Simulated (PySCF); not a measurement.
**Working out the ionisation energy of Bi(2+)**

Bi(2+) [Xe] 4f14 5d10 6s2 6p1 (2P) → Bi(3+) [Xe] 4f14 5d10 6s2 (1S). All numbers are calculated (PySCF 2.14, scalar relativity through the core potential, in def2-TZVP with the def2 core potential (60 electrons) (6s5p3d2f, 50 functions)). Frozen: 5s2 5p6 5d10. Energies in hartree (1 hartree = 27.21139 eV):

| part | Bi(2+) (lower) | Bi(3+) (upper) |
| --- | --- | --- |
| UHF | -212.729174 | -211.882489 |
| CCSD correlation | -0.037045 | -0.028030 |
| (T) | -0.000364 | 0.000000 |

Q: What does Hartree-Fock give?

A: (-211.882489) − (-212.729174) = 0.846685 hartree = 23.039 eV.

Q: What do CCSD and CCSD(T) give?

A: The CCSD correlation energies differ by 0.009015 hartree = 0.245 eV and the triples by 0.000364 hartree = 0.010 eV, so CCSD gives 23.284 eV and CCSD(T) 23.294 eV.

Reference: 25.571 eV (measured; NIST Atomic Spectra Database, ionization energies), between the lowest levels; spin-orbit coupling is absent from the calculation.

What remains against the reference includes basis incompleteness, the frozen core and higher excitations.
